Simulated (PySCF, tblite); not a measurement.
Isomers of C7H4NOP, one GFN2-xTB conformer each. Single-point energies are computed at PBE0/pcSseg-1 (PySCF, gas phase, no added dispersion term), electronic only.

Question: Rank them by PBE0/pcSseg-1 energy, lowest first (kJ/mol).
A. `[CH:1]#[C:2][c:3]1[cH:4][p:5][cH:6][n:7][c:8]1[CH:9]=[O:10]` with N7–C8–C9–O10 180°
B. `[N:1]#[C:2][c:3]1[cH:4][cH:5][c:6]([CH:7]=[O:8])[p:9][cH:10]1` with C5–C6–C7–O8 180°

Answer: B (0.0), A (174.9).

As drawn, the lower has a C≡N group, which the higher lacks; the higher has a C≡C bond, which the lower lacks. GFN2-xTB itself gives, in the same order: 0.0, 89.4. Both levels put the same isomer lowest.

Which frontier levels, dipoles and rotational constants go with these structures?

```json
{"SMILES": "N#Cc1ccc(C=O)pc1", "HOMO (eV, PBE0/pcSseg-1)": "-8.01", "LUMO (eV)": "-3.29", "dipole (D)": "2.75", "A, B, C (MHz)": "3605, 678.4, 570.9"}
{"SMILES": "C#Cc1cpcnc1C=O", "HOMO (eV, PBE0/pcSseg-1)": "-7.29", "LUMO (eV)": "-3.06", "dipole (D)": "2.27", "A, B, C (MHz)": "2126, 963.6, 663.0"}
```

What happens when harmonic zero-point energies from GFN2-xTB frequencies are added?

```
          SMILES  ZPE (kJ/mol)  electronic (kJ/mol)  with ZPE (kJ/mol)
N#Cc1ccc(C=O)pc1         232.7                  0.0                0.0
  C#Cc1cpcnc1C=O         227.3                174.9              169.6
```

The zero-point energies span 5.4 kJ/mol. The order is unchanged.
